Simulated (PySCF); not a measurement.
All values below come from PySCF 2.14.0 with ωB97X-D3(BJ)/def2-TZVP // B3LYP-D3(BJ)/def2-SVP. All species are isolated molecules in the gas phase. Excitations are Tamm–Dancoff values on a coarser integration grid. The basis has no diffuse functions, so Rydberg states are missing or too high.

Reference species (SMILES): `CC1=C(C)C(C)=C(C)[SiH2]1` (neutral, multiplicity 1).

```
Property                                       Value
-------------------------------------------  -------
T1 excitation (TDA)                          2.77 eV
brightest of the four lowest singlets (TDA)  4.57 eV
S1–T1 gap (TDA)                              1.81 eV
```

Changed species: `CC1=CC(C)=C(C)[Si@@H]1C`.

Give the shifts of the T1 excitation (TDA), brightest of the four lowest singlets (TDA) and S1–T1 gap (TDA).

the T1 excitation (TDA) is nearly the same; the brightest of the four lowest singlets (TDA) rises by 0.04 eV, to 4.61 eV; the S1–T1 gap (TDA) rises by 0.03 eV, to 1.84 eV.
